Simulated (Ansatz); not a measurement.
Born–Oppenheimer molecular dynamics of FH$_{7}$OSi$_{2}$ (11 atoms, charge 0, multiplicity 1). It starts from a rough guess of a transition structure, not a stationary point.

Computed with UKS PBE0-D4/STO-3G (Ansatz 0.2.0).

```
ensemble                      : NVE (velocity Verlet)
time step                     : 0.5 fs
steps asked                   : 150
starting velocities drawn for : 600 K
seed                          : 357070
```

First frame:

```xyz
11
Properties=species:S:1:pos:R:3
Si -0.899 0.018 0.555
F -0.450 -1.928 0.396
H -2.248 -0.519 0.482
H -1.127 1.473 0.361
O -0.107 -0.088 1.968
H 0.239 -1.199 -0.278
Si 0.970 0.231 -1.236
H -0.270 0.562 2.642
H 0.247 0.424 -2.495
H 1.459 1.548 -0.829
H 2.187 -0.521 -1.567
```

Question: How far do the bonds stretch over the last three quarters of this one trajectory? (Pairs bonded in most of those frames.)

Answer: 
| bond | mean (Å) | spread (Å) | shortest | longest |
| --- | --- | --- | --- | --- |
| Si1–H3 | 1.451 | 0.012 | 1.42 | 1.48 |
| Si1–H4 | 1.459 | 0.060 | 1.37 | 1.55 |
| Si1–O5 | 1.752 | 0.066 | 1.64 | 1.85 |
| Si1–Si7 | 2.279 | 0.147 | 2.08 | 2.51 |
| F2–H6 | 1.038 | 0.110 | 0.86 | 1.20 |
| O5–H8 | 1.032 | 0.067 | 0.93 | 1.13 |
| Si7–H9 | 1.452 | 0.028 | 1.41 | 1.50 |
| Si7–H10 | 1.449 | 0.021 | 1.41 | 1.49 |
| Si7–H11 | 1.456 | 0.053 | 1.37 | 1.53 |

Pairs bonded in part of these frames only: F2–H6 61 %.

Mean temperature of the second half: 1817 K. The conserved energy stayed within 1.8 meV per atom of its start (net change -1.4 meV per atom), so the integration is sound. The kinetic energy rose, since the run started high on the potential surface and went downhill. It ends in pieces (FH + H6OSi2), so much of that is their flight and rotation, not heat. A run of 0.075 ps of so small a system gives no equilibrium averages. The orbitals were unrestricted but ended closed-shell. Limits of this set-up: minimal basis.

The run took 6.6 min on 1 thread of Arm Neoverse V2 (shared host), peak memory 0.13 GiB.
